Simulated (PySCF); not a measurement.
FHSe2. Atoms are numbered in the order given.

```xyz
4

Se     0.5228     0.4307     0.7493
F      1.6261     1.1879    -0.4358
Se    -0.9477    -0.6877    -0.6125
H     -0.1889    -1.9528    -0.7296
```

Geometry: B3LYP-D3(BJ)/def2-TZVP. One conformer was computed; it need not be the lowest.

These are TDA-M06-2X/def2-SVPD in PySCF values and carry that method's errors.

Vertical excitations. Isolated molecule, no solvent.

Computed lowest excited states:
```tsv
state	energy (eV)	λ (nm)	f	main pairs
S1	3.49	355	0.001	HOMO→LUMO+1 87 %
S2	4.00	310	0.002	HOMO→LUMO 86 %
S3	4.65	266	0.001	HOMO−1→LUMO 74 %, HOMO−1→LUMO+1 19 %
S4	5.42	229	0.026	HOMO−1→LUMO+1 67 %, HOMO−1→LUMO 18 %, HOMO−2→LUMO 10 %
S5	6.01	206	0.007	HOMO→LUMO+2 68 %, HOMO−1→LUMO+2 18 %
S6	6.13	202	0.004	HOMO−1→LUMO+2 37 %, HOMO→LUMO+2 24 %, HOMO−2→LUMO+1 18 %, HOMO−2→LUMO 11 %
S7	6.24	199	0.021	HOMO−2→LUMO+1 46 %, HOMO−1→LUMO+2 33 %, HOMO−2→LUMO 12 %
S8	7.06	176	0.056	HOMO→LUMO+3 84 %
S9	7.45	166	0.364	HOMO→LUMO+5 31 %, HOMO→LUMO+4 26 %, HOMO−2→LUMO 17 %, HOMO−2→LUMO+1 6 %
S10	7.62	163	0.093	HOMO−2→LUMO 17 %, HOMO→LUMO+4 17 %, HOMO→LUMO+5 14 %, HOMO→LUMO+8 13 %
T1	2.70	458	0	HOMO→LUMO+1 68 %, HOMO→LUMO 26 %
T2	3.37	368	0	HOMO→LUMO 67 %, HOMO→LUMO+1 26 %
T3	4.10	302	0	HOMO−1→LUMO 81 %, HOMO−1→LUMO+1 13 %
T4	4.68	265	0	HOMO−1→LUMO+1 80 %, HOMO−1→LUMO 13 %
```
Triplets are in the Tamm–Dancoff approximation.
